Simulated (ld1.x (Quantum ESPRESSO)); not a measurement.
**u(r) = r·R(r): atom against pseudo-atom (titanium (Ti))**

Columns: radius, all-electron u(r) and pseudo u(r) of the 3s shell (level -62.63 eV) of titanium in the configuration [Ne] 3s2 3p6 3d2 4s2 4p0; PBE, scalar-relativistic, TM scheme, ld1.x (Quantum ESPRESSO) 7.5.

| r (bohr) | all-electron | pseudo |
| --- | --- | --- |
| 0.118 | -0.2071 | 0.1442 |
| 0.235 | -0.5762 | 0.2932 |
| 0.353 | -0.2167 | 0.4549 |
| 0.470 | 0.3158 | 0.6278 |
| 0.588 | 0.7467 | 0.8060 |
| 0.705 | 1.0020 | 0.9617 |
| 0.822 | 1.1045 | 1.0615 |
| 0.940 | 1.0975 | 1.0797 |
| 1.058 | 1.0232 | 1.0203 |
| 1.175 | 0.9156 | 0.9155 |
| 1.292 | 0.7960 | 0.7960 |
| 1.410 | 0.6767 | 0.6767 |
| 1.528 | 0.5663 | 0.5663 |
| 1.645 | 0.4690 | 0.4690 |
| 1.763 | 0.3842 | 0.3842 |
| 1.880 | 0.3130 | 0.3130 |
| 1.998 | 0.2531 | 0.2531 |
| 2.115 | 0.2040 | 0.2040 |
| 2.232 | 0.1638 | 0.1638 |
| 2.350 | 0.1309 | 0.1309 |
| 2.468 | 0.1044 | 0.1044 |
| 2.585 | 0.0832 | 0.0832 |
| 2.702 | 0.0661 | 0.0661 |
| 2.820 | 0.0524 | 0.0524 |
| 2.938 | 0.0415 | 0.0415 |
| 3.055 | 0.0329 | 0.0329 |

Task: How many radial nodes do the two functions have?

Result: The all-electron 3s function has n − l − 1 = 2 (the table is too coarse to show those close to the nucleus); the pseudo-wave has 0, since the states of the same l below it are removed with the core.

Task: At about which radius was the pseudo-wave matched?

Result: 1.25 bohr, where the columns begin to agree (steps of 0.12 bohr).

Task: Where does each function peak?

Result: Outermost all-electron maximum near 0.82 bohr, pseudo maximum near 0.94 bohr (to the table’s step).

Task: Is the pseudo-wave norm-conserving?

Result: Yes: the TM scheme keeps the norm inside the radius equal to the all-electron one, which fixes the energy derivative of the logarithmic derivative at the level.
